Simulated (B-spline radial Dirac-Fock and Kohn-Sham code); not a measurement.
**Atomic SCF run for Tm**

ΔSCF core binding energies without Breit or QED terms, calculated with a B-spline atomic structure program. Keys: rel is the Hamiltonian (dirac, or spin-free x2c and nr, where L3 and M5 stand for the whole 2p and 3d shells), method is hf or an exchange,correlation pair (spin-unpolarised, also for the hole states), nuc the nuclear model, radius_factor scales its radius, rmax is the box in bohr, h the logarithmic mesh step, order the B-spline order, points the quadrature points per cell, c_factor scales the speed of light, and damp, ndamp, maxit and tol steer the iteration. The run stops when the commutator error falls below 10·tol·max(1, Z/10), or the numerical noise floor, and the energy has settled to about 1e-8 Ha; the virial ratio is −V/T.

Input (task.json):

```json
{"items": [{"Z": 69, "q": 0, "cfg": [[1, 0, 2], [2, 0, 2], [2, 1, 6], [3, 0, 2], [3, 1, 6], [3, 2, 10], [4, 0, 2], [4, 1, 6], [4, 2, 10], [4, 3, 13], [5, 0, 2], [5, 1, 6], [6, 0, 2]], "A": 169, "rrms": 5.2256, "do": "settings", "holes": ["K", "L3", "M5"],
  "settings": [{"rel": "dirac", "method": "hf", "nuc": "fermi", "radius_factor": 1.2, "rmax": 80.0, "h": 0.3, "order": 6, "points": 10, "c_factor": 1.0, "maxit": 60, "damp": 0.5, "ndamp": 3, "tol": 1e-08}]}]}
```

Command: `python xray2_run.py task.json out`

Ground-state iterations:

```
iter   energy (Ha)        error
   1   -13572.83057443  2.17e+00
   2   -13539.02615424  8.01e-01
   3   -13563.15782228  7.66e-01
   4   -13573.39279837  1.51e-01
   5   -13573.54166804  1.37e-01
   6   -13573.71344962  3.98e-02
   7   -13573.74942517  8.97e-03
   8   -13573.75090157  2.63e-03
   9   -13573.75106422  2.12e-04
  10   -13573.75106825  4.12e-05
  11   -13573.75106839  6.86e-06
  12   -13573.75106840  7.41e-07
  13   -13573.75106840  1.02e-07
```

The ground state converged in 13 iterations, with total energy -13573.75107 Ha, virial ratio 1.90362 and highest orbital energy -5.29 eV. ΔSCF binding energies: K (1s) 59656.8 eV, L3 (2p3/2) 8669.2 eV, M5 (3d5/2) 1469.9 eV.
